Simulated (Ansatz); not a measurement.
Isolated molecules relaxed with PBE0-D4/def2-TZVP in Ansatz; ΔE leaves out vibrations. CCSD(T)/CBS adds triple-zeta CCSD(T) − MP2 to the extrapolated MP2 energy (def2 sets, frozen cores). Functionals use def2-TZVPP. HSE06 is defined as in plane-wave codes. For As outer-core shells are correlated without core-valence functions, which leaves a few kJ/mol of doubt a bond. Scalar relativity is left out up to krypton. Each species was taken in one conformer, which may not be the lowest.

Consider the ligand exchange at a P–O bond: `[SiH3]OP` + `O[AsH2]` → `PO[AsH2]` + `O[SiH3]`.

`[SiH3]OP`:

Cartesian coordinates in Å:
```
Si 0.917 0.901 -0.193
O -0.020 -0.283 0.471
P -1.425 -0.922 -0.098
H 1.797 0.334 -1.247
H 1.743 1.453 0.906
H 0.064 1.962 -0.788
H -2.056 -1.160 1.156
H -1.021 -2.285 -0.206
```

`O[AsH2]`:

Cartesian coordinates in Å:
```
O -0.002 -1.028 0.421
As -0.157 0.465 -0.574
H -0.336 -1.763 -0.099
H -0.751 1.331 0.536
H 1.246 0.994 -0.283
```

`PO[AsH2]`:

Cartesian coordinates in Å:
```
P -1.089 -0.386 1.051
O -0.088 -0.187 -0.244
As 1.171 1.112 -0.161
H -0.982 -1.802 1.185
H -2.322 -0.497 0.345
H 2.331 0.203 -0.566
H 0.978 1.558 -1.610
```

`O[SiH3]`:

Z-matrix (Å, degrees):
```
Si
O 1 1.648
H 1 1.489 2 111.7
H 1 1.489 2 111.7 3 120.9
H 1 1.481 2 105.9 3 -119.6
H 2 0.957 1 117.9 3 -60.5
```

| level | ΔE (kJ/mol) | difference from CCSD(T)/CBS |
| --- | --- | --- |
| r2SCANh-D4 | 3.5 | 1.6 |
| HSE06-D4 | 3.0 | 1.1 |
| B2PLYP | 2.6 | 0.7 |
| revPBE | 2.4 | 0.5 |
| BLYP | 2.8 | 0.9 |
| r2SCAN | 3.3 | 1.4 |
| r2SCANh | 3.6 | 1.7 |
| HSE06 | 3.2 | 1.3 |
| LC-ωPBE | 3.5 | 1.6 |
| SCS-MP2/def2-QZVPP | 1.8 | -0.1 |
| CCSD(T)/CBS | 1.9 | 0 |

Largest T1 diagnostic among the species: 0.013.

Leaving LDA and LC-ωPBE aside and taking each functional with its dispersion term where it has one, the values, not all of them listed here, spread over 2.5 kJ/mol, from revPBE-D4 to BHLYP-D4. In def2-TZVPP, CCSD(T) changes the Hartree–Fock value by −4.3 kJ/mol (the triples alone add −1.0 kJ/mol) and MP2 by −6.3 kJ/mol.
